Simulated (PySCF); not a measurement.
Q: What does the PBE0-D3(BJ)/def2-SVP structure of `O=S(=O)(O)[C@@H]1C[C@]12CC[C@H]2F` look like in three dimensions?

A: 
```xyz
20
C6H9FO3S angstrom
O      1.336    0.118    2.257
S      1.967   -0.451    1.074
O      2.151   -1.873    0.912
O      3.445    0.209    0.956
C      1.154    0.176   -0.354
C      0.316    1.415   -0.232
C     -0.336    0.081   -0.338
C     -1.292   -0.557    0.665
C     -2.370   -0.521   -0.443
C     -1.256   -0.322   -1.475
F     -1.460    0.615   -2.447
H      3.445    1.019    1.487
H      1.705   -0.054   -1.271
H      0.295    1.905    0.745
H      0.279    2.070   -1.107
H     -1.485    0.002    1.589
H     -0.980   -1.579    0.929
H     -2.977    0.394   -0.383
H     -3.029   -1.392   -0.563
H     -0.939   -1.262   -1.960
```

Orientation and origin are arbitrary. Atoms count from 1 in this order. The C–C distances run from 1.489 Å (C6–C7, drawn single) to 1.547 Å (C8–C9, drawn single), a spread of 0.058 Å. S2 (sulfonyl sulfur) is distorted tetrahedral (angles from 102.5° to 122.1°). The 3 O–S bonds span 1.444 Å (S2=O3, drawn double) to 1.623 Å (S2–O4, drawn single), a spread of 0.179 Å. The 4-membered ring C7–C8–C9–C10 has internal angles of 87.5° to 90.1°; it is puckered, 0.12 Å rms from its mean plane, widest ring torsion 18°.

Bonds between heavy atoms (Å): O1=S2 1.456, S2=O3 1.444, S2–O4 1.623, S2–C5 1.759, C5–C6 1.501, C6–C7 1.489, C7–C8 1.526, C8–C9 1.547, C9–C10 1.532, C10–F11 1.365, C5–C7 1.493, C7–C10 1.518.

Theory: PBE0-D3(BJ)/def2-SVP geometry optimisation, gas phase (PySCF 2.14.0).

Point group: C1 (no symmetry element, even within 0.4 Å). No frequency check. The numbers are those of one conformer (O1–S2–O4–H -19°, O1–S2–C5–C6 18°).
